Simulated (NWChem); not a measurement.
# CH$_{4}$F$_{2}$Si; SMILES F[SiH2]CF

```xyz
8

F      0.6460    -1.8124     0.2511
C     -0.1946    -1.0561    -0.5612
Si    -0.4577     0.6785     0.1623
F      0.9279     1.5489     0.0468
H      0.2347    -0.9953    -1.5887
H     -1.1826    -1.5683    -0.6565
H     -0.8274     0.5755     1.6107
H     -1.5206     1.3777    -0.6374
```
Atoms are numbered in this order, from 1.

Program: NWChem. Pople sets run with spherical d functions. All runs use the structure optimised with PBE-D3(BJ)/def2-SVP. B3LYP is NWChem's, with the RPA form of VWN correlation. Atomic charges in e: unrestrained fits to the electrostatic potential beside Mulliken populations; buried atoms are poorly determined by the fit.

For level B3LYP/def2-SVP:

```yaml
Mulliken F1: -0.28
Mulliken C2: 0.06
ESP Si3: 0.64
Mulliken Si3: 0.70
Mulliken F4: -0.35
```

Question: Estimate the same quantities for level Hartree-Fock/6-31G*.

Answer: 
* **Mulliken F1**: -0.44
* **Mulliken C2**: -0.15
* **ESP Si3**: 0.77
* **Mulliken Si3**: 1.11
* **Mulliken F4**: -0.54
